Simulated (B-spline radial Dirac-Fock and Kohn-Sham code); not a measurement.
**Tb²⁺ in Watson spheres of different radius**

Model: ΔSCF Dirac-Fock with Breit, self-energy and vacuum polarisation, finite nucleus, configuration average. Program: an atomic code on a B-spline grid. The ion, [Xe] 4f9, sits in a hollow sphere of charge Q = -2, a simple model of the Madelung potential. Inside the sphere an electron's potential energy is raised by the constant 14.40·|Q|/R eV, so binding energies fall by about that much as long as the orbitals stay inside.

```csv
radius (Å),14.40 |Q|/R (eV),1s (eV),2s (eV),2p1/2 (eV),2p3/2 (eV),3s (eV),3p1/2 (eV),3p3/2 (eV),3d3/2 (eV),3d5/2 (eV),4s (eV),4p1/2 (eV),4p3/2 (eV),4d3/2 (eV),4d5/2 (eV),4f (eV),5s (eV),5p1/2 (eV),5p3/2 (eV)
1.6,18.00,51993.8,8713.0,8251.9,7513.9,1966.3,1767.0,1612.2,1273.2,1240.2,404.5,325.4,291.2,160.0,153.9,2.76,52.27,28.63,24.21
2.7,10.67,52000.9,8720.1,8259.0,7521.0,1973.4,1774.1,1619.3,1280.3,1247.4,411.7,332.5,298.3,167.1,161.0,9.92,59.46,35.82,31.39
```

From the smallest to the largest radius 1s moves by +7.1 eV, while the constant potential alone would give +7.3 eV; the difference comes from charge outside the sphere and its screening.

Values without a named source are computed, but for edge energies of neutral atoms, which are taken from tables.
